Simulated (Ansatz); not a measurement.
Ansatz (a program for electronic structure) input (PBE-QIDH/def2-TZVPD):

Ansatz 0.2 input:
```yaml
crystal:
  periodic: [false, false, false]
  atoms:
    - {symbol: Ge, position_ang: [0.00094833, -0.00118881, 0.07714831]}
    - {symbol: H, position_ang: [-1.34644060, -0.20077094, -0.80977806]}
    - {symbol: H, position_ang: [0.84269039, -1.03780013, -0.84958551]}
    - {symbol: H, position_ang: [0.47340378, 1.27661299, -0.80938241]}
basis:
  gaussian:
    orbitals: def2-TZVPD
hamiltonian:
  xc: {name: PBE-QIDH}
total_charge: -1
magnetization: {spin_polarized: false}
correlation: {electrons: outside_noble_gas}
```

Output:

```
Functional definition: PBE-QIDH
integrals: 0.03 GiB planned
578 factors; integrals over basis functions are off by at most 8.2e-4 eV
mean field: 0.22 GiB planned
mean field evaluation 1: about -56547.4031 eV, gradient 1.4e1 eV
mean field evaluation 2: about -56547.4193 eV, gradient 1.4e1 eV
mean field evaluation 4: about -56547.7826 eV, gradient 9.6e-1 eV
mean field evaluation 8: about -56547.7906 eV, gradient 1.3e-2 eV
mean field evaluation 16: about -56547.7906 eV, gradient 1.0e-5 eV
mean field -56547.79060512 eV, -2078.0929752690 hartree, gradient 1.3e-6 eV, S^2 0.000000; 0 other end points of the search recorded, 0 dependent functions left out
14 core orbitals not correlated
reference -56547.79061679 eV, -2078.0929756980 hartree; 4, 4 occupied and 63, 63 virtual orbitals, 578 factors
second order -4.32123148 eV of doubles, -0.00000000 eV of singles
Total energy: -56549.23102729 eV, -2078.1459098073 hartree
```
